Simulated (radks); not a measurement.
The numbers below are computed, except where a source is named.
Q: The molybdenum ion Mo24+, [Ar]. Level of theory: non-relativistic Kohn-Sham, exchange-only PBE, spin-polarised, spherical densities, point nucleus (a radial shooting solver on a logarithmic mesh with Libxc functionals). Every spin shell is full or empty, so the densities are truly spherical. Functionals are evaluated on that one density, not self-consistently. Rank these orbital-free kinetic functionals by their error against the exact value of the orbitals, and give that value: Thomas-Fermi, von Weizsacker, TF + vW, TF + vW/9, TF + vW/5, LC94, APBEK, revAPBEK, Perdew 92, Thakkar, Pearson, LKT, PG1, DePristo-Kress, Ernzerhof.

A: Exact: 3612.89 hartree. From best to worst, with 100 (|E| - |E exact|)/|E exact| (equal figures are ties): revAPBEK -0.15, APBEK -0.39, LC94 -0.47, DePristo-Kress -0.53, Ernzerhof -0.76, Thakkar -0.92, Perdew 92 -1.20, TF + vW/9 -1.21, Pearson -1.70, TF + vW/5 +3.19, Thomas-Fermi -6.72, PG1 +18.39, LKT +23.21, TF + vW +42.82, von Weizsacker -50.47.
